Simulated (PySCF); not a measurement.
SeCl4, SMILES Cl[Se](Cl)(Cl)Cl. Atoms are numbered in the order given.

```xyz
5

Se     0.0000     0.0000     0.3858
Cl     1.7217     0.0000    -1.0117
Cl     0.0000     2.3434     0.6259
Cl    -1.7217     0.0000    -1.0117
Cl     0.0000    -2.3434     0.6259
```

Geometry optimised at PBE-D3(BJ)/def2-SVP. The isomer is the one that the SMILES or the coordinates give; other isomers of the formula were not compared.

Calculation: PySCF with PBE/def2-TZVP.

ESP charges are fitted to the potential on shells at 1.4 to 2.0 van der Waals radii. Atomic charges (e):

```csv
atom,ESP fit,IAO
Se1,0.44,1.00
Cl2,-0.01,-0.14
Cl3,-0.20,-0.36
Cl4,-0.01,-0.14
Cl5,-0.20,-0.36
```

Computed Mayer and Wiberg (Löwdin basis) orders of the bonds:
| bond | Mayer | Wiberg |
|---|---|---|
| Se1–Cl2 | 1.08 | 1.55 |
| Se1–Cl3 | 0.89 | 1.32 |
| Se1–Cl4 | 1.08 | 1.55 |
| Se1–Cl5 | 0.89 | 1.32 |
